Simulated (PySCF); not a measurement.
Exercise with solution: dipole moment from atomic charges

Cl3OSi, SMILES [O][Si](Cl)(Cl)Cl, multiplicity 2. Atoms are numbered in the order given.

```xyz
5

O     -0.2705    -1.9155     0.0000
Si    -0.0092    -0.2634     0.0000
Cl     1.0159     0.3220     1.6477
Cl    -1.8970     0.4744     0.0000
Cl     1.0159     0.3220    -1.6477
```
Charge 0, spin multiplicity 2.

Geometry: ωB97X-D3(BJ)/def2-SVP. The isomer is the one that the SMILES or the coordinates give; other isomers of the formula were not compared.

Charges (e) from PBE/def2-TZVP run with PySCF:

```tsv
atom	Mulliken	ESP fit
O1	-0.249	-0.128
Si2	0.623	0.001
Cl3	-0.137	0.029
Cl4	-0.100	0.069
Cl5	-0.137	0.029
```

The dipole moment of the full density is 1.32 D.

Question: What dipole moment does each set of point charges give, and which comes closer to that of the density?

Answer: 
μ = Σ q r, and 1 e Å = 4.8032 D.
Mulliken: Σ q r = (-0.027, 0.177, 0.000) e Å, |μ| = 0.86 D.
ESP fit: Σ q r = (-0.037, 0.296, 0.000) e Å, |μ| = 1.43 D.
ESP fit comes closer in size. Point charges leave out the atoms' own dipoles (lone pairs, polarised bonds); fits to the potential absorb them, partitions of the density don't.
